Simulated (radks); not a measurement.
Question: Species: Tb2+. Configuration: [Xe] 4f7 5d1 6s1 (not the ground configuration). All-electron calculation, Dirac Kohn-Sham, PBE, spin-unpolarised, spherical densities, finite nucleus; open shells fill j = l - 1/2 first; Fermi nuclear charge, rms radius 5.1569 fm. Program: a radial shooting solver on a logarithmic mesh with Libxc functionals. Some entries of the table are withheld. Estimate them.

| orbital | occ. | eigenvalue (hartree) | <1/r> (bohr^-1) |
|---|---|---|---|
| 1s1/2 | 2 | -1904.542 | 73.09 |
| 2s1/2 | 2 | -316.5226 | 17.47 |
| 2p1/2 | 2 | -300.8614 | 17.45 |
| 2p3/2 | 4 | -273.4298 | 15.35 |
| 3s1/2 | 2 | -71.16210 | 6.376 |
| 3p1/2 | 2 | (1) | 6.291 |
| 3p3/2 | 4 | (2) | 5.759 |
| 3d3/2 | 4 | -46.93892 | (3) |
| 3d5/2 | 6 | -45.70449 | (4) |
| 4s1/2 | 2 | -15.03914 | 2.671 |
| 4p1/2 | 2 | (5) | 2.565 |
| 4p3/2 | 4 | (6) | 2.385 |
| 4d3/2 | 4 | -6.68223 | 2.170 |
| 4d5/2 | 6 | -6.45066 | 2.125 |
| 5s1/2 | 2 | -2.63078 | 1.043 |
| 5p1/2 | 2 | -1.86964 | 0.9314 |
| 5p3/2 | 4 | -1.68291 | 0.8686 |
| 4f5/2 | 6 | -1.20644 | 1.634 |
| 4f7/2 | 1 | -1.17318 | 1.616 |
| 5d3/2 | 1 | -0.69309 | (7) |
| 5d5/2 | 0 | -0.67557 | (8) |
| 6s1/2 | 1 | -0.62783 | 0.3986 |

Answer: 
(1) 3p1/2 eigenvalue (hartree): -64.34791
(2) 3p3/2 eigenvalue (hartree): -58.68691
(3) 3d3/2 <1/r> (bohr^-1): 5.638
(4) 3d5/2 <1/r> (bohr^-1): 5.506
(5) 4p1/2 eigenvalue (hartree): -12.36458
(6) 4p3/2 eigenvalue (hartree): -11.09352
(7) 5d3/2 <1/r> (bohr^-1): 0.6072
(8) 5d5/2 <1/r> (bohr^-1): 0.5940
